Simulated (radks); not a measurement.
Problem. The table gives one normalised radial function P(r) = r R(r) of He+ in 1s1 (r in bohr). Method: scalar-relativistic Kohn-Sham, BLYP, spin-polarised, spherical densities, point nucleus; open shells are filled with parallel spins first; computed with a radial shooting solver on a logarithmic mesh with Libxc functionals.

r,P
0.03951,0.2090
0.04943,0.2562
0.06234,0.3147
0.07799,0.3812
0.09836,0.4611
0.1231,0.5484
0.1552,0.6475
0.1942,0.7480
0.2448,0.8503
0.3063,0.9383
0.3863,1.0055
0.4833,1.0334
0.6095,1.0107
0.7625,0.9310
0.9616,0.7909
1.203,0.6154
1.517,0.4211
1.898,0.2530
2.394,0.1242
2.995,0.0501

Which n and l does it have? It may be an empty orbital.

Solution. n = 1, l = 0: the number of nodes gives n - l - 1 = 0, the rise at small r (about r^(l+1)) gives l, and the extent must fit the shell. The curve is that of 1s up; the table hardly tells the two spins apart. 1s up: eigenvalue -41.896 eV, 0 radial nodes, <r> = 0.759 bohr, 90 % of the charge inside 1.36 bohr.
